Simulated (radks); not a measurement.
Effect of the nuclear size on neutral zirconium, [Kr] 4d2 5s2. Calculated with a radial shooting solver on a logarithmic mesh with Libxc functionals: Dirac Kohn-Sham, PBE, spin-unpolarised, spherical densities, finite nucleus; open shells fill j = l - 1/2 first; Fermi nuclear charge, rms radius 4.2694 fm. The rms radius is varied about that value; shifts are against it.

| rms radius (fm) | total energy shift (eV) | density at nucleus (e/bohr^3) | 1s1/2 shift (meV) | 2s1/2 shift (meV) | 4s1/2 shift (meV) | 4p1/2 shift (meV) |
|---|---|---|---|---|---|---|
| 3.8382 | -0.210 | 7.554e+04 | -88.6 | -9.31 | -0.224 | 0.039 |
| 3.8638 | -0.198 | 7.549e+04 | -83.6 | -8.78 | -0.211 | 0.037 |
| 4.2694 | 0 | 7.475e+04 | 0.000 | 0.000 | 0.000 | 0.000 |
| 4.5683 | 0.157 | 7.426e+04 | 66.4 | 6.98 | 0.168 | -0.029 |
| 4.8159 | 0.294 | 7.387e+04 | 125 | 13.1 | 0.315 | -0.055 |

Slopes of the eigenvalues against <r^2> in GHz/fm^2, as finite differences over the two radii next to the reference (eigenvalue slopes, not the field-shift constants of lines): 1s1/2 6110, 2s1/2 641, 4s1/2 15.4, 4p1/2 -2.69.
